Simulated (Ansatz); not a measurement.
C6H12O can be A, `OC1CCCCC1`, or B, `CCC(C)C(C)=O`.

Gas-phase electronic energies from Ansatz, PBE0-D4/def2-TZVP geometries. CBS: MP2 limit from def2 TZ/QZ plus the TZ coupled-cluster correction, frozen cores. Functionals use def2-TZVPP. B3LYP here is the variant with VWN-RPA as its local correlation; programs differ in this. One conformer a species, not always the lowest.

Which isomer does CCSD(T)/CBS put lower? Give the gap. (An estimate is asked.)

Ansatz gave: A, by 4.3 kcal/mol.

Give E(B) − E(A) in kcal/mol with HF/def2-TZVPP, ωB97M-V, B2PLYP, r2SCAN-D4, PBE-D4, PBE0-D4, B3LYP. (Estimate.)

The calculation gave: HF/def2-TZVPP -0.9, ωB97M-V 3.5, B2PLYP 0.5, r2SCAN-D4 2.0, PBE-D4 2.0, PBE0-D4 5.5, B3LYP -1.2. The order is the other way round with HF/def2-TZVPP, B3LYP.

Largest T1 diagnostic: 0.012.

From PBE to PBE0 (25 % exact exchange), in def2-TZVPP and without D4, E(B) − E(A) moves by +3.6 kcal/mol. The D4 term adds +1.1 kcal/mol with B3LYP and +0.5 kcal/mol with PBE0; it sums over pairs of atoms, weighted by their polarisabilities, and B3LYP, whose exchange is more repulsive, gets the larger term.
